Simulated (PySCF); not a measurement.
**Atomic charges against the basis set**

Compound: C₂H₅Cl₃Si.
Structure used (PBE0-D3(BJ)/def2-SVP), in Å, numbered top down from 1:
```
atom  x, y, z in Å
Si1    1.857   -0.860   -0.097
C2     0.075   -0.181   -0.110
C3    -1.030   -1.178    0.155
Cl4   -0.894   -2.561   -0.969
Cl5   -2.627   -0.412   -0.078
Cl6   -0.939   -1.785    1.828
H7     2.754    0.317    0.105
H8     2.178   -1.492   -1.408
H9     2.062   -1.839    1.007
H10   -0.106    0.263   -1.103
H11   -0.019    0.630    0.629
```

PBE0 throughout (PySCF), one geometry, spherical d and f functions. Geometry: PBE0-D3(BJ)/def2-SVP; no solvent, vibrations or thermal averaging. Atoms taken as equivalent share a column and are averaged.

Mulliken charges (e):

| basis | functions | Si1 | C2 | C3 | Cl4/Cl5/Cl6 | H7/H8/H9 | H10/H11 |
| --- | --- | --- | --- | --- | --- | --- | --- |
| STO-3G | 51 | +0.553 | -0.295 | +0.083 | -0.080 | -0.102 | +0.104 |
| 6-31G | 80 | +0.563 | -0.571 | -0.714 | +0.163 | -0.086 | +0.244 |
| pcSseg-0 | 80 | +0.540 | -0.765 | -0.772 | +0.157 | -0.028 | +0.305 |
| 6-31G* | 110 | +0.376 | -0.538 | -0.353 | +0.062 | -0.049 | +0.239 |
| cc-pVDZ | 125 | +0.227 | -0.061 | -0.355 | +0.028 | -0.027 | +0.093 |
| def2-SVP | 125 | +0.360 | -0.182 | -0.131 | -0.031 | -0.053 | +0.102 |
| aug-cc-pVDZ | 199 | -0.619 | +0.691 | -0.827 | +0.035 | +0.299 | -0.124 |
| 6-311+G(2d,p) | 224 | +0.351 | -1.114 | +1.701 | -0.397 | -0.045 | +0.195 |
| def2-TZVP | 240 | +0.134 | -0.372 | +0.165 | -0.071 | -0.007 | +0.154 |
| cc-pVTZ | 266 | +0.157 | -0.251 | +0.023 | -0.055 | -0.011 | +0.134 |
| IGLO-III | 296 | +0.697 | -0.521 | -0.299 | +0.081 | -0.155 | +0.173 |
| pcSseg-2 | 314 | +0.554 | -0.349 | +0.184 | -0.079 | -0.114 | +0.095 |

IAO charges (e):

```csv
basis,functions,Si1,C2,C3,Cl4/Cl5/Cl6,H7/H8/H9,H10/H11
STO-3G,51,+0.643,-0.512,-0.050,-0.019,-0.112,+0.156
6-31G,80,+0.445,-0.524,-0.004,-0.030,-0.065,+0.184
pcSseg-0,80,+0.433,-0.531,-0.032,-0.021,-0.059,+0.184
6-31G*,110,+0.572,-0.539,+0.036,-0.039,-0.101,+0.175
cc-pVDZ,125,+0.564,-0.536,+0.054,-0.044,-0.099,+0.174
def2-SVP,125,+0.584,-0.534,+0.050,-0.041,-0.106,+0.170
aug-cc-pVDZ,199,+0.565,-0.541,+0.062,-0.047,-0.099,+0.176
"6-311+G(2d,p)",224,+0.597,-0.551,+0.052,-0.043,-0.107,+0.177
def2-TZVP,240,+0.606,-0.554,+0.053,-0.043,-0.110,+0.177
cc-pVTZ,266,+0.591,-0.551,+0.058,-0.045,-0.106,+0.177
IGLO-III,296,+0.605,-0.553,+0.045,-0.040,-0.110,+0.177
pcSseg-2,314,+0.604,-0.554,+0.051,-0.043,-0.109,+0.177
```

Hirshfeld charges (e):

```json
{"basis": "STO-3G", "functions": "51", "Si1": "+0.365", "C2": "-0.087", "C3": "+0.272", "Cl4/Cl5/Cl6": "-0.131", "H7/H8/H9": "-0.072", "H10/H11": "+0.029"}
{"basis": "6-31G", "functions": "80", "Si1": "+0.270", "C2": "-0.158", "C3": "+0.119", "Cl4/Cl5/Cl6": "-0.046", "H7/H8/H9": "-0.066", "H10/H11": "+0.053"}
{"basis": "pcSseg-0", "functions": "80", "Si1": "+0.295", "C2": "-0.166", "C3": "+0.116", "Cl4/Cl5/Cl6": "-0.040", "H7/H8/H9": "-0.069", "H10/H11": "+0.041"}
{"basis": "6-31G*", "functions": "110", "Si1": "+0.273", "C2": "-0.152", "C3": "+0.130", "Cl4/Cl5/Cl6": "-0.050", "H7/H8/H9": "-0.070", "H10/H11": "+0.055"}
{"basis": "cc-pVDZ", "functions": "125", "Si1": "+0.291", "C2": "-0.169", "C3": "+0.111", "Cl4/Cl5/Cl6": "-0.035", "H7/H8/H9": "-0.075", "H10/H11": "+0.049"}
{"basis": "def2-SVP", "functions": "125", "Si1": "+0.295", "C2": "-0.179", "C3": "+0.112", "Cl4/Cl5/Cl6": "-0.031", "H7/H8/H9": "-0.077", "H10/H11": "+0.046"}
{"basis": "aug-cc-pVDZ", "functions": "199", "Si1": "+0.293", "C2": "-0.193", "C3": "+0.081", "Cl4/Cl5/Cl6": "-0.020", "H7/H8/H9": "-0.073", "H10/H11": "+0.050"}
{"basis": "6-311+G(2d,p)", "functions": "224", "Si1": "+0.299", "C2": "-0.186", "C3": "+0.073", "Cl4/Cl5/Cl6": "-0.021", "H7/H8/H9": "-0.074", "H10/H11": "+0.050"}
{"basis": "def2-TZVP", "functions": "240", "Si1": "+0.292", "C2": "-0.185", "C3": "+0.086", "Cl4/Cl5/Cl6": "-0.024", "H7/H8/H9": "-0.074", "H10/H11": "+0.051"}
{"basis": "cc-pVTZ", "functions": "266", "Si1": "+0.291", "C2": "-0.181", "C3": "+0.091", "Cl4/Cl5/Cl6": "-0.027", "H7/H8/H9": "-0.074", "H10/H11": "+0.051"}
{"basis": "IGLO-III", "functions": "296", "Si1": "+0.288", "C2": "-0.194", "C3": "+0.078", "Cl4/Cl5/Cl6": "-0.016", "H7/H8/H9": "-0.073", "H10/H11": "+0.047"}
{"basis": "pcSseg-2", "functions": "314", "Si1": "+0.296", "C2": "-0.191", "C3": "+0.085", "Cl4/Cl5/Cl6": "-0.022", "H7/H8/H9": "-0.075", "H10/H11": "+0.050"}
```

ESP-fitted charges (e):

| basis | functions | Si1 | C2 | C3 | Cl4/Cl5/Cl6 | H7/H8/H9 | H10/H11 |
| --- | --- | --- | --- | --- | --- | --- | --- |
| STO-3G | 51 | +0.358 | -0.344 | +0.243 | -0.117 | -0.065 | +0.144 |
| 6-31G | 80 | +0.413 | -0.489 | -0.099 | -0.013 | -0.082 | +0.230 |
| pcSseg-0 | 80 | +0.461 | -0.622 | +0.029 | -0.038 | -0.086 | +0.253 |
| 6-31G* | 110 | +0.329 | -0.371 | -0.366 | +0.055 | -0.065 | +0.219 |
| cc-pVDZ | 125 | +0.261 | -0.283 | -0.434 | +0.072 | -0.051 | +0.198 |
| def2-SVP | 125 | +0.323 | -0.362 | -0.349 | +0.059 | -0.067 | +0.206 |
| aug-cc-pVDZ | 199 | +0.316 | -0.359 | -0.465 | +0.083 | -0.062 | +0.222 |
| 6-311+G(2d,p) | 224 | +0.304 | -0.344 | -0.488 | +0.088 | -0.059 | +0.221 |
| def2-TZVP | 240 | +0.307 | -0.335 | -0.428 | +0.074 | -0.062 | +0.210 |
| cc-pVTZ | 266 | +0.312 | -0.340 | -0.406 | +0.068 | -0.064 | +0.210 |
| IGLO-III | 296 | +0.313 | -0.330 | -0.603 | +0.121 | -0.063 | +0.222 |
| pcSseg-2 | 314 | +0.333 | -0.344 | -0.378 | +0.059 | -0.068 | +0.208 |

Some averages cover members that differ in this geometry, most widely: Cl4/Cl5/Cl6, Mulliken in 6-311+G(2d,p) -0.484 to -0.262; H7/H8/H9, Mulliken in aug-cc-pVDZ +0.251 to +0.349; Cl4/Cl5/Cl6, ESP-fitted in aug-cc-pVDZ +0.059 to +0.097; Cl4/Cl5/Cl6, ESP-fitted in 6-311+G(2d,p) +0.064 to +0.101 e.

Which scheme is steadiest as the basis changes?

Largest range over the bases for any column: Hirshfeld 0.20 e, IAO 0.21 e, ESP-fitted 0.85 e, Mulliken 2.53 e. Hirshfeld charges move least and Mulliken charges most, counted in e. Without the minimal STO-3G basis the ranges are Hirshfeld 0.06, IAO 0.17, ESP-fitted 0.63, Mulliken 2.53 e.

How much do the charges still move between the two largest bases, IGLO-III and pcSseg-2?

At most, over all atoms: Mulliken 0.483 e, IAO 0.006 e, Hirshfeld 0.008 e, ESP-fitted 0.224 e.

What do the same runs give for the total energy, the frontier levels and the dipole moment?

| basis | energy (Eh) | HOMO (eV) | LUMO (eV) | μ (D) |
| --- | --- | --- | --- | --- |
| STO-3G | -1729.3839 | -7.27 | 2.06 | 2.66 |
| 6-31G | -1748.4408 | -8.85 | -0.85 | 2.14 |
| pcSseg-0 | -1746.5127 | -8.93 | -0.64 | 2.14 |
| 6-31G* | -1748.5468 | -8.71 | -0.86 | 1.82 |
| cc-pVDZ | -1748.6448 | -8.65 | -0.67 | 1.66 |
| def2-SVP | -1748.0455 | -8.58 | -0.25 | 1.49 |
| aug-cc-pVDZ | -1748.6585 | -8.76 | -1.01 | 1.66 |
| 6-311+G(2d,p) | -1748.6969 | -8.76 | -1.10 | 1.67 |
| def2-TZVP | -1748.7081 | -8.72 | -0.87 | 1.58 |
| cc-pVTZ | -1748.7282 | -8.73 | -0.86 | 1.61 |
| IGLO-III | -1748.6986 | -8.64 | -0.85 | 1.44 |
| pcSseg-2 | -1748.7406 | -8.78 | -0.94 | 1.70 |

The dipole is fixed by the density alone, so its range of 1.22 D shows that the density itself changes with the basis, not only its division among atoms.
